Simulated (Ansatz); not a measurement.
This geometry of C2H10OSiSn (15 atoms, charge 0, multiplicity 1) is a first-order saddle point.

Level of theory: RKS PBE0-D4/def2-SVP (Ansatz).

```xyz
15
Properties=species:S:1:pos:R:3
C -0.036 -0.119 1.922
C 0.866 -0.552 0.763
O 1.690 0.557 0.412
Si -0.133 -1.076 -0.786
Sn -1.104 1.108 -1.724
H -1.112 -0.212 1.705
H 0.167 0.942 2.131
H 0.167 -0.688 2.840
H 1.497 -1.401 1.093
H 2.343 0.266 -0.234
H -1.181 -2.097 -0.459
H 0.799 -1.676 -1.798
H 0.109 1.987 -2.556
H -2.390 0.824 -2.826
H -1.704 2.086 -0.452
```

Question: Which two structures does it join? (They come from a converged band through this point; their orientation in space is the band's.)

Answer: No bond is made or broken. The dihedral H6–C1–C2–Si4 goes from -57 to 64°. The two ends are copies of one structure, up to a mirror image or an exchange of like atoms.

Image 0:

```xyz
15
Properties=species:S:1:pos:R:3
C 0.014 -0.088 1.939
C 0.892 -0.493 0.773
O 1.657 0.645 0.398
Si -0.114 -1.083 -0.752
Sn -1.174 1.029 -1.754
H -0.694 0.705 1.651
H 0.638 0.305 2.757
H -0.561 -0.945 2.319
H 1.557 -1.315 1.107
H 2.298 0.382 -0.270
H -1.115 -2.143 -0.406
H 0.842 -1.663 -1.753
H 0.005 1.933 -2.610
H -2.442 0.653 -2.850
H -1.824 2.025 -0.520
```

Image 8:

```xyz
15
Properties=species:S:1:pos:R:3
C -0.005 -0.125 1.938
C 0.864 -0.546 0.770
O 1.682 0.564 0.425
Si -0.156 -1.061 -0.773
Sn -1.113 1.114 -1.745
H -0.623 -0.963 2.295
H -0.674 0.705 1.660
H 0.628 0.222 2.769
H 1.488 -1.405 1.093
H 2.319 0.284 -0.240
H -1.206 -2.080 -0.454
H 0.779 -1.665 -1.779
H 0.113 1.979 -2.573
H -2.382 0.814 -2.861
H -1.736 2.113 -0.499
```

Question: How far does it lie above each of them?

Answer: 0.146 eV above the first and 0.146 eV above the second. This is the barrier of this one path; another mechanism may lie lower.

Run time: 5 min on 2 threads of Intel(R) Xeon(R) 6975P-C (Granite Rapids) (shared host), peak memory 0.43 GiB.
